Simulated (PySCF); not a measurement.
# Fe: ionisation energy

Fe [Ar] 3d6 4s2 (5D) → Fe+ [Ar] 3d6 4s1 (6D), as a difference of total energies. Computed with PySCF 2.14 in def2-SVP, with no relativity, point nucleus. Correlated levels: valence: [Ar] frozen. The calculations carry no spin-orbit coupling.

Task: Order these methods by the ionisation energy they give, lowest first.
A. PBE
B. B3LYP
C. SCS-MP2 (valence)
D. UHF

Result: D (6.311 eV), C (7.104 eV), A (7.603 eV), B (7.856 eV).

These non-relativistic numbers lack the scalar-relativistic shift.

Errors of the correlated levels include the incompleteness of this basis and the frozen core.

MP2 underrates the near-degeneracy of ns² with np² in the lower species.

For comparison: 7.904 eV (measured; NIST levels, between the centres of gravity of the two terms).
